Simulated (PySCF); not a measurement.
# Se (selenium, neutral): UHF calculation

Configuration: [Ar] 3d10 4s2 4p4, high-spin 3P determinant. Computed with PySCF 2.14 in aug-cc-pVQZ-PP with ECP10MDF (7s6p5d3f2g, 89 functions), with a scalar-relativistic core potential.

```
Total energy                                                  : -371.864097 hartree
One-electron energy                                           : -655.7993 hartree
Hartree (Coulomb) energy                                      : 311.6733 hartree
Exchange energy                                               : -27.7381 hartree
⟨S²⟩                                                          : 2.0111
⟨L²⟩                                                          : 2.044
Sum of ⟨r⟩                                                    : 23.76 bohr
Sum of ⟨r²⟩                                                   : 40.37 bohr²
Traceless quadrupole moment −½Σ⟨3z² − r²⟩ along its main axis : -2.57 e·bohr²
```

```json
{"shell": "3s α", "electrons": "1", "mean orbital energy (eV)": "-242.76", "spread (eV)": "0", "rms radius, mean of both spins (bohr)": "0.615"}
{"shell": "3s β", "electrons": "1", "mean orbital energy (eV)": "-242.36", "spread (eV)": "0", "rms radius, mean of both spins (bohr)": "0.615"}
{"shell": "3p α", "electrons": "3", "mean orbital energy (eV)": "-185.08", "spread (eV)": "0.561", "rms radius, mean of both spins (bohr)": "0.637"}
{"shell": "3p β", "electrons": "3", "mean orbital energy (eV)": "-184.63", "spread (eV)": "0.034", "rms radius, mean of both spins (bohr)": "0.637"}
{"shell": "3d α", "electrons": "5", "mean orbital energy (eV)": "-70.870", "spread (eV)": "0.522", "rms radius, mean of both spins (bohr)": "0.690"}
{"shell": "3d β", "electrons": "5", "mean orbital energy (eV)": "-70.591", "spread (eV)": "0.242", "rms radius, mean of both spins (bohr)": "0.690"}
{"shell": "4s α", "electrons": "1", "mean orbital energy (eV)": "-26.095", "spread (eV)": "0", "rms radius, mean of both spins (bohr)": "1.97"}
{"shell": "4s β", "electrons": "1", "mean orbital energy (eV)": "-20.804", "spread (eV)": "0", "rms radius, mean of both spins (bohr)": "1.97"}
{"shell": "4p α", "electrons": "3", "mean orbital energy (eV)": "-11.587", "spread (eV)": "1.732", "rms radius, mean of both spins (bohr)": "2.48"}
{"shell": "4p β", "electrons": "1", "mean orbital energy (eV)": "-9.453", "spread (eV)": "0", "rms radius, mean of both spins (bohr)": "2.48"}
```

Energies and moments cover only the electrons outside the core potential.
